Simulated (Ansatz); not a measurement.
C₂H₅FSSe, SMILES `CSC(F)[SeH]`, 10 atoms. Charge 0, multiplicity 1. Correlated methods include outer-core shells of Se, which these sets cover unevenly. Scalar relativity is left out up to krypton. All runs use 4 threads of an Intel Xeon 6975P-C on a shared host. Correlated methods freeze the cores.

Q: How many basis functions does each run have, and how long does it take in Ansatz? RKS ωB97M-V/def2-SVP energy; RHF-MP2/def2-QZVPP energy; RKS PBE0-D4/def2-TZVP relaxation (8 steps); RKS r2SCAN-D4/def2-TZVPP energy and forces; RKS PBE0-D4/def2-TZVP frequencies; RKS B2PLYP (frozen core)/def2-TZVPP energy; RKS CAM-B3LYP-D4/def2-TZVPP energy; RHF-CCSD(T)/def2-SVP energy; RHF-CCSD(T)/def2-TZVPP energy; RKS ωB97M-V/def2-QZVPP energy; RKS PBE0-D4/def2-QZVPP energy; RKS PBE-D4/def2-TZVPP energy and forces. (Best estimate.)

A: Computed: Other jobs shared the machine, so times are rough.

| level | job | functions | wall time | peak host memory (GiB) |
| --- | --- | --- | --- | --- |
| RKS PBE-D4/def2-TZVPP | energy and forces | 253 | 1.6 s | 0.37 |
| RKS CAM-B3LYP-D4/def2-TZVPP | energy | 253 | 2.5 s | 0.87 |
| RKS r2SCAN-D4/def2-TZVPP | energy and forces | 253 | 2.6 s | 0.39 |
| RKS ωB97M-V/def2-SVP | energy | 117 | 3 s | 0.51 |
| RKS B2PLYP (frozen core)/def2-TZVPP | energy | 253 | 3.9 s | 0.73 |
| RHF-CCSD(T)/def2-SVP | energy | 117 | 4.9 s | 0.65 |
| RKS PBE0-D4/def2-QZVPP | energy | 480 | 7 s | 2.1 |
| RKS ωB97M-V/def2-QZVPP | energy | 480 | 14 s | 2.4 |
| RHF-MP2/def2-QZVPP | energy | 480 | 16 s | 3.1 |
| RKS PBE0-D4/def2-TZVP | relaxation (8 steps) | 208 | 20 s | 0.68 |
| RHF-CCSD(T)/def2-TZVPP | energy | 253 | 61 s | 6.2 |
| RKS PBE0-D4/def2-TZVP | frequencies | 208 | 100 s | 0.7 |
